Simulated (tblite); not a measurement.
What does the GFN2-xTB structure of `C[SiH2]N([SiH3])[C@H]1[CH]C1` [radical] look like in three dimensions? (Doublet state.)

```
atom  x, y, z in Å
C1     2.1858   -1.3326    0.8078
Si2    1.0391    0.0435    1.4345
N3    -0.0813    0.5179    0.1781
Si4    0.4269    1.3705   -1.2520
C5    -1.4515    0.1651    0.3173
C6    -2.4865    0.6409   -0.5854
C7    -2.1588   -0.7841   -0.6666
H8     2.7445   -1.0087   -0.0656
H9     1.6290   -2.2235    0.5293
H10    2.9020   -1.6169    1.5724
H11    0.2258   -0.4350    2.5574
H12    1.8106    1.2252    1.8327
H13    1.8857    1.3948   -1.1974
H14   -0.1042    2.7366   -1.2457
H15   -0.0137    0.6589   -2.4555
H16   -1.7222   -0.0175    1.3519
H17   -2.3910    1.3565   -1.3782
H18   -1.6449   -1.1672   -1.5423
H19   -2.8053   -1.5153   -0.2002
```

Any rigid rotation of these coordinates is as good. Atoms count from 1 in this order. The 3-membered ring C5–C6–C7 has internal angles of 57.8° to 63.7°. The 3 C–C bonds span 1.453 Å (C5–C6, drawn single) to 1.539 Å (C5–C7, drawn single), a spread of 0.086 Å. Si2 (silicon bonded to C, N and 2 H) is tetrahedral (angles from 106.5° to 110.9°). Of the pairs four or more bonds apart, Si4···H17 is among the closest relative to their van der Waals radii: 2.82 Å, 85 % of the sum of Bondi's values.

Bonds between heavy atoms (Å): C1–Si2 1.898, Si2–N3 1.749, N3–Si4 1.741, N3–C5 1.422, C5–C6 1.453, C6–C7 1.464, C5–C7 1.539.

The geometry is computed with GFN2-xTB (gas phase). This method treats the open shell by occupation alone, without spin polarisation.

Point group: C1 (no symmetry element, even within 0.4 Å). Its GFN2-xTB frequencies are all real (lowest 19 cm⁻¹). Torsions: C1–Si2–N3–Si4 -69°, Si2–N3–C5–C6 173°.

One conformer stands for the species.
